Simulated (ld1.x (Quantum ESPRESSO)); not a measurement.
Results of a calculation; reference values are marked as such.
# Pseudopotentials across the periodic table

Generated with ld1.x 7.5 (TM, RRKJ, ultrasoft, PAW), atompaw 4.2 or ONCVPSP 4.0.1. The cutoff is in Ry: for ld1.x and atompaw files where the sum of valence levels is converged to 10 mRy in a Bessel basis, for ONCV files where the hardest occupied wave has 1 mHa per electron of residual kinetic energy. The error is the largest all-electron minus pseudo excitation energy over each file’s own four to seven test configurations (ionisations up to +4, promotions, holes and added fractions of an electron), all of which were solved. The labels leave out finer settings (local radius, basis sizes, second energies), which also bear on the numbers. Spin-polarised tests are not counted. The rows are a selection from randomly drawn settings: files with unsolved tests, undetermined cutoffs or missed reference levels are left out.

A true bound ghost makes a file unfit for plane-wave use even where its test errors are small: the radial tests pick states by their node count and pass the ghost by.

```csv
element,potential,cutoff (Ry),largest error (meV),bound ghosts
Cl,"PAW, LDA (PZ), non-relativistic, rc 1.10/1.30 (sp), local smoothed, core correction yes, reference 3s2 3p4.75",35,-94,s
Nb,"TM, LDA (PZ), scalar-relativistic, rc 2.05/2.35/1.60 (spd), local s, core correction yes, reference 4d2 5s0 5p0",40,-658,p
Xe,"TM, LDA (PZ), non-relativistic, rc 1.80/2.05 (sp), local s, core correction yes, reference 5s2 5p6",35,-14,none
Ta,"PAW, Wu–Cohen, scalar-relativistic, rc 1.50/2.75/2.85 (spd), local smoothed, core correction yes, reference 5s2 5p6 5d3 6s2 6p0",21,-144,none
Hg,"TM, LDA (PZ), scalar-relativistic, rc 1.86/3.32/2.10 (spd), local smoothed, core correction no, reference 5d10 6s2 6p0",45,-149,none
```

Fill in the row for As: TM, PBE, scalar-relativistic, rc 1.20/2.05/2.15 (spd), local s, core correction yes, reference 4s2 4p3.

cutoff 70 Ry, largest error -80 meV, bound ghosts: p.

Fill in the row for Al: RRKJ, PBE, scalar-relativistic, rc 2.10/1.90/2.25 (spd), local smoothed, core correction yes, reference 3s2 3p0.75.

cutoff 18 Ry, largest error +36 meV, bound ghosts: none.

Fill in the row for Ca: TM, PBE, scalar-relativistic, rc 3.80/4.20/3.20 (spd), local s, core correction no, reference 3d1 4s1 4p0.

cutoff 18 Ry, largest error +491 meV, bound ghosts: none.
